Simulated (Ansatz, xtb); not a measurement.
**Relaxing a trial structure of F3GeH3N2**

The starting geometry of this gas-phase singlet was built from a drawn formula by distance geometry and a force field; its bonds are those of `[NH-][NH2+][Ge]([F])([F])[F]`.

```yaml
atoms:
  - { symbol: F, position_ang: [1.4118, 0.4836, -3.0367] }
  - { symbol: F, position_ang: [1.7613, 0.9910, -0.2369] }
  - { symbol: F, position_ang: [0.2845, -1.2988, -1.0994] }
  - { symbol: Ge, position_ang: [0.6435, 0.3752, -1.4396] }
  - { symbol: N, position_ang: [-0.4985, 2.7178, -1.6949] }
  - { symbol: N, position_ang: [-0.8514, 1.4131, -1.4215] }
  - { symbol: H, position_ang: [-1.3175, 3.3113, -1.6974] }
  - { symbol: H, position_ang: [-1.5016, 1.1127, -2.1580] }
  - { symbol: H, position_ang: [-1.3086, 1.4164, -0.4969] }
```

Question: Where would you expect an optimisation with r2SCAN-D4/def2-SVP to take it?

Answer: It rearranges to `N[NH][Ge]([F])([F])[F]`. Contacts that open: Ge4–N6 (1.82 → 2.69 Å). Contacts that close: Ge4–N5 (2.62 → 1.78 Å).

The energy falls by 3.31 eV over 24 steps:

```json
{"step": "1", "E − E(last) (eV)": "3.312"}
{"step": "4", "E − E(last) (eV)": "1.916"}
{"step": "6", "E − E(last) (eV)": "1.079"}
{"step": "9", "E − E(last) (eV)": "0.159"}
{"step": "11", "E − E(last) (eV)": "0.087"}
{"step": "14", "E − E(last) (eV)": "0.074"}
{"step": "16", "E − E(last) (eV)": "0.053"}
{"step": "19", "E − E(last) (eV)": "0.005"}
{"step": "21", "E − E(last) (eV)": "0.000"}
{"step": "24", "E − E(last) (eV)": "0.000"}
```

Final geometry (Å):

```xyz
9

F     1.2042    0.3373   -3.1485
F     2.3808    1.5349   -0.9514
F     0.9184   -0.8081   -0.7109
Ge    0.9691    0.7175   -1.4894
N    -0.4495    1.7368   -1.1378
N    -1.6674    1.2437   -1.6233
H    -0.3494    2.7286   -0.9208
H    -2.0112    1.7904   -2.4138
H    -2.3714    1.2410   -0.8855
```

From the same start GFN2-xTB reaches the same bonding as this run.

The end wasn't checked by frequencies. Run with Ansatz 0.2.0, 35 s on 2 threads of Intel(R) Xeon(R) 6975P-C (Granite Rapids) (shared host).
